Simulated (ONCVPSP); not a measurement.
PBE ONCV dataset for P (Z = 15), scalar-relativistic all-electron reference.

ONCVPSP 4.0.1 input, shortened (lines: element, Z, core and valence counts, functional; n l f; lmax; l rc ep ncon nbas qcut; lloc lpopt rc5 dvloc0; l nproj debl; icmod fcfact rcfact), PBE, scalar-relativistic:

```
  P 15.00    3    2        4      upf
    1    0    2.00
    2    0    2.00
    2    1    6.00
    3    0    2.00
    3    1    1.00
    2
    0    1.65    0.00    4    8    5.10
    1    1.45    0.00    4    7    5.60
    2    1.45    0.29    4    8    6.90
    4    5    1.20    0.00
    0    2    2.70
    1    2    3.50
    2    2    1.40
    0    0.00    0.00
```

In the d channel the program set the typed energies aside and used 0.050, 1.450 Ha.

All-electron outer shells of the reference configuration (PBE, scalar-relativistic, ld1.x):

```json
{"shell": "2s", "level (eV)": "-197.53", "outermost node (bohr)": "0.14", "outermost maximum (bohr)": "0.42"}
{"shell": "2p", "level (eV)": "-148.09", "outermost node (bohr)": "–", "outermost maximum (bohr)": "0.36"}
{"shell": "3s", "level (eV)": "-33.96", "outermost node (bohr)": "0.65", "outermost maximum (bohr)": "1.52"}
{"shell": "3p", "level (eV)": "-24.28", "outermost node (bohr)": "0.63", "outermost maximum (bohr)": "1.68"}
```

Q: Estimate the cutoffs (Ha) at which the residual kinetic energy of the hardest occupied pseudo-wave falls to 1 and 0.1 mHa per electron.

A: 11 Ha and 20 Ha.

Q: Does the potential have ghost states?

A: No bound ghost flagged; GHOST(+) flagged for s at 118.4 eV.

Q: Tests: 3s2 3p3; 3s2 3p2; 3s2 3p0; 3s2 3p2.5. Which has the largest error in its energy relative to the reference configuration, and how large is it?

A: 3s2 3p0, with +8.4 meV (all-electron minus pseudo) on +29.74 eV.
